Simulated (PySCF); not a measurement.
**Unknown compound**

The spectra below were simulated for a compound C$_{7}$H$_{8}$.

1H NMR (400 MHz, computed): δ 6.72 (m, 2H), 6.30 (d, 2H), 1.55 (s, 4H).

13C{1H} NMR (computed): δ 147.6 (CH, 2C), 136.7 (CH, 2C), 41.3 (C), 15.0 (CH2, 2C).

One averaged value for each set of equivalent atoms, isolated molecule, one conformer, non-relativistic. PBE0/pcSseg-1 with gauge-including orbitals; geometry: GFN2-xTB; PySCF.

Shifts are taken against calculated references (same method and geometry level): TMS for 1H and 13C.

Question: Propose a structure and justify it.

Answer: 
1. The formula gives 4 degrees of unsaturation (2 rings in the answer).
2. 4 carbon signals for 7 carbons: some carbons are equivalent by symmetry or fast rotation.
3. Carbon types of the structure: 1 × C, 4 × CH, 2 × CH2, which accounts for all hydrogens.
4. δC 147.6, 136.7: alkene CH; as expected for a trigonal carbon in a double bond.
5. δC 41.3, 15.0: three-membered-ring carbon.
6. δH 6.72, 6.30: hydrogen on an alkene CH; attached to an sp2 carbon and in the plane of the double bond.
7. δH 1.55: hydrogen on a three-membered-ring carbon; cyclopropane-type protons are shielded by the ring.

The compound is spiro[2.4]hepta-4,6-diene (SMILES C1=CC2(C=C1)CC2).

This is the structure that produced the data.

Shifts are as computed. Against solution values, carbons near 30 ppm lie about +3 ppm off and those near 130 ppm about +5 ppm. Of 1211 compounds with measured shifts, 218 miss one by over three times the rms of a fit or turn the order of signals round; such compounds aren't used in these exercises. Multiplicities follow the n + 1 count of equivalent neighbours, as no J values were calculated; m marks all less simple cases, F and P coupling included.
